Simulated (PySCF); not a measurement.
Species: C5H5Cl3Si.
SMILES: `ClC(Cl)(Cl)C1=C[SiH2]C=C1`

All values: PBE0/def2-SVPD (PySCF, non-relativistic), on one gas-phase PBE0-D3(BJ)/def2-SVP geometry that isn't relaxed in the solvent. The solvent is an IEF-PCM continuum (Bondi radii, 1.10 Å for H, scaled by 1.2), and excitations are vertical TDDFT with non-equilibrium linear response and a frozen core. Only the electrostatic response of the medium enters.

Gas-phase singlets (H = HOMO, L = LUMO):

```json
{"state": "S1", "E (eV)": "4.445", "λ (nm)": "279", "f": "0.038", "leading configurations": "H→L 98%"}
{"state": "S2", "E (eV)": "5.405", "λ (nm)": "229", "f": "0.000", "leading configurations": "H→L+1 99%"}
{"state": "S3", "E (eV)": "5.697", "λ (nm)": "218", "f": "0.000", "leading configurations": "H-3→L 35%, H-4→L 34%, H-5→L 26%"}
{"state": "S4", "E (eV)": "5.705", "λ (nm)": "217", "f": "0.006", "leading configurations": "H-1→L 79%, H→L+2 17%"}
{"state": "S5", "E (eV)": "5.761", "λ (nm)": "215", "f": "0.007", "leading configurations": "H-2→L 61%, H→L+2 25%, H-1→L 11%"}
```

Question: Give the list for acetone (ε = 20.49), n² = 1.85.

Answer: 
```tsv
state	E (eV)	λ (nm)	f	leading configurations	change by rank (eV)
S1	4.399	282	0.049	H→L 98%	-0.046
S2	5.266	235	0.001	H→L+1 99%	-0.139
S3	5.656	219	0.001	H-4→L 90%	-0.041
S4	5.728	216	0.003	H→L+2 58%, H-1→L 39%	+0.023
S5	5.783	214	0.001	H-3→L 92%	+0.022
```

Question: The ground-state energy changes by -0.099 eV from gas to acetone. By how much does the total energy of gas-phase S1 change?

Answer: E(S1) = E(S0) + excitation energy, so it changes by -0.099 − 0.046 = -0.145 eV: it is lowered more than the ground state, which is what a red shift means. This is the vertical state, with the slow part of the continuum still set for S0.

Question: How do the frontier levels move from gas to acetone?

Answer: 
```csv
orbital,gas (eV),solvent (eV),change (eV)
LUMO+2,-0.44,-0.40,+0.04
LUMO+1,-0.95,-0.98,-0.03
LUMO,-2.08,-1.98,+0.10
HOMO,-7.38,-7.27,+0.11
HOMO-1,-8.84,-8.86,-0.02
HOMO-2,-8.92,-8.96,-0.04
HOMO-3,-9.08,-9.06,+0.02
```

The HOMO–LUMO gap goes from 5.29 to 5.29 eV. Rows go by rank; for HOMO-3, HOMO-2 and HOMO-1 the atom shares or the degeneracy differ between the runs, so the row needn't follow one orbital.

The run took 39 s of wall time on one thread, Arm Neoverse V2 (aarch64), no GPU, shared host with 96 logical CPUs at a one-minute load of 10, and the process peaked at 1.0 GiB of memory. This is the whole response run at PBE0/def2-SVPD in acetone, SCF included.

Shape of the structure used: `[Cl:1][C:2]([Cl:3])([Cl:4])[C:5]1=[CH:6][SiH2:7][CH:8]=[CH:9]1`: Cl1–C2–C5–C6 120°.
